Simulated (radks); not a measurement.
Er XXIV, 45 electrons, occupied as [Kr] 4d9.

Calculated with a radial shooting solver on a logarithmic mesh with Libxc functionals: Dirac Kohn-Sham, PBE, spin-unpolarised, spherical densities, point nucleus; open shells are shared between the two j in proportion to 2j + 1.

Energy parts (eV):
total: -350551.87
kinetic: 387670.67
electron-nucleus: -835010.16
Hartree: 103654.77
exchange-correlation: -6867.16

Orbitals (lengths in bohr, moments of r in powers of bohr; r(max) is where P^2 peaks; r(90%) holds 90 % of the orbital's charge):
orbital,occ.,eigenvalue (eV),<r^2>,r(max),r(90%)
1s1/2,2,-58001.49,0.0005678,0.01285,0.0369
2s1/2,2,-10319.48,0.008779,0.07342,0.134
2p1/2,2,-9859.964,0.006334,0.05513,0.118
2p3/2,4,-8943.672,0.007555,0.06136,0.128
3s1/2,2,-2856.628,0.05761,0.2073,0.329
3p1/2,2,-2656.088,0.05330,0.1949,0.321
3p3/2,4,-2462.488,0.05999,0.2078,0.340
3d3/2,4,-2120.576,0.04722,0.1642,0.312
3d5/2,6,-2078.354,0.04906,0.1678,0.318
4s1/2,2,-1071.446,0.2616,0.4623,0.686
4p1/2,2,-989.1863,0.2663,0.4620,0.697
4p3/2,4,-938.1306,0.2926,0.4857,0.730
4d3/2,3.6,-801.8862,0.2992,0.4783,0.750
4d5/2,5.4,-791.5485,0.3073,0.4852,0.760

The highest occupied level is 4d5/2 at -791.55 eV. Summed over all electrons, <r^2> = 5.969 bohr^2, which gives a Langevin (diamagnetic) susceptibility term of -4.73 x 10^-6 cm^3/mol.
